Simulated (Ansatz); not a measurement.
Molecule: germyl acetate, C₂H₆GeO₂, net charge 0, singlet state. 
Coordinates optimised at B3LYP-D3(BJ)/def2-TZVP (Ansatz, a program for electronic structure):
```
C
O 1 1.2111
O 1 1.3367 2 122.35
C 1 1.5039 2 124.77 3 -180.00
H 4 1.0862 1 109.93 2 0.00
H 4 1.0908 5 110.14 1 120.93
H 4 1.0908 5 110.14 6 118.14
Ge 3 1.8435 1 114.72 2 0.00
H 8 1.5299 3 108.88 1 62.14
H 8 1.5299 9 113.55 3 121.47
H 8 1.5337 9 112.18 10 128.50
```
Charge 0, spin multiplicity 1.

Dipole moments at this geometry, in debye (magnitudes).

```json
[
 {"level": "SVWN5/def2-TZVPD", "program": "Ansatz", "dipole (D)": "1.59"},
 {"level": "revPBE/def2-TZVPD", "program": "Ansatz", "dipole (D)": "1.56"},
 {"level": "BHLYP/def2-TZVPD", "program": "Ansatz", "dipole (D)": "1.69"},
 {"level": "r2SCAN0/def2-TZVPD", "program": "Ansatz", "dipole (D)": "(withheld)"},
 {"level": "HSE06/def2-TZVPD", "program": "Ansatz", "dipole (D)": "1.62"},
 {"level": "CCSD(T)/aug-cc-pVDZ", "program": "Ansatz", "dipole (D)": "(withheld)"}
]
```

What belongs in the gaps?


- r2SCAN0/def2-TZVPD, dipole (D): 1.66
- CCSD(T)/aug-cc-pVDZ, dipole (D): 1.54
